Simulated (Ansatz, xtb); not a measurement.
**GeH2NO+: which of two structures lies lower**

We compare a, `N[O+]=[Ge]`, a singlet, with b, a singlet given by its coordinates. Both are isolated ions in the gas phase, relaxed with BLYP-D3(BJ)/def2-SVP; the shapes shown needn't be the lowest conformers.

a (Å):

```xyz
5

Ge    0.1113   -0.3302    1.6476
N     0.8268    0.0354   -1.3456
O     0.3691    0.0026   -0.0266
H     0.0171   -0.2094   -1.9419
H     1.1122    1.0126   -1.5315
```

b (Å):

```xyz
5

Ge    0.9645   -0.4350    0.8081
N    -0.1272    0.1900   -0.5065
O    -1.2945   -0.1051    0.3182
H    -1.6571    0.7701    0.6099
H    -0.3574    0.3600   -1.4995
```

Close contacts (Å): Ge1–N2 1.82, Ge1–O3 2.33, N2–O3 1.46, N2–H5 1.03, O3–H4 0.99.

Question: Estimate E(b) − E(a) at the level CCSD(T)/def2-TZVPP.

Answer: Calculated at CCSD(T)/def2-TZVPP: E(b) − E(a) = +24.5 kJ/mol, so structure a lies lower.

How the difference moves with the method:

| level | geometry | E(b) − E(a) (kJ/mol) | departure from the last row (kJ/mol) | job, with rough time for the two |
| --- | --- | --- | --- | --- |
| BLYP-D3(BJ)/def2-SVP | BLYP-D3(BJ)/def2-SVP | +43.9 | +19.4 | optimisation, 18 s |
| HF/def2-TZVPP | BLYP-D3(BJ)/def2-SVP | +41.1 | +16.6 | part of the CCSD(T) run |
| MP2/def2-TZVPP | BLYP-D3(BJ)/def2-SVP | +26.7 | +2.1 | part of the CCSD(T) run |
| CCSD(T)/def2-TZVPP | BLYP-D3(BJ)/def2-SVP | +24.5 |  | single point, 35 s |

The levels shown agree on the order. The largest departure from CCSD(T)/def2-TZVPP is that of BLYP-D3(BJ)/def2-SVP, 19.4 kJ/mol. Levels run at GFN2-xTB geometries aren't shown.

With harmonic frequencies from BLYP-D3(BJ)/def2-SVP (ideal gas, rigid rotor, one conformer each, 298.15 K, 1 atm): the zero-point term adds −1.2 kJ/mol; ΔH is +22.5 and ΔG +22.8 kJ/mol.

The T1 diagnostic of structures a and b is large, so the coupled-cluster value is less sure. The correlated steps freeze 11 core orbitals; the filled d shell of Ge is correlated, in a basis made for valence electrons. Mirror images aren't counted in ΔG. Programs: Ansatz 0.2.0; the last row on 1 thread of Intel(R) Xeon(R) 6975P-C (Granite Rapids) on a shared host.
